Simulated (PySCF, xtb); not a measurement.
Ga(Cl)(Br)(OH) (BrClGaHO), SMILES [OH][Ga]([Cl])[Br].

GFN2-xTB run with xtb 6.7.1 at its own geometry gives an orbital gap of 3.99 eV and a dipole moment of 5.22 D.

Geometry: PBE0-D3(BJ)/def2-SVP. The structure was generated by enumeration; whether it is a known compound was not checked. The values are those of a single conformer.

Q: What does PySCF with CAM-B3LYP/def2-TZVP give? (The exact figures need the calculation; the answer reports its results.)

A: gap 9.46 eV (levels -10.21 and -0.75 eV), dipole 1.20 D.
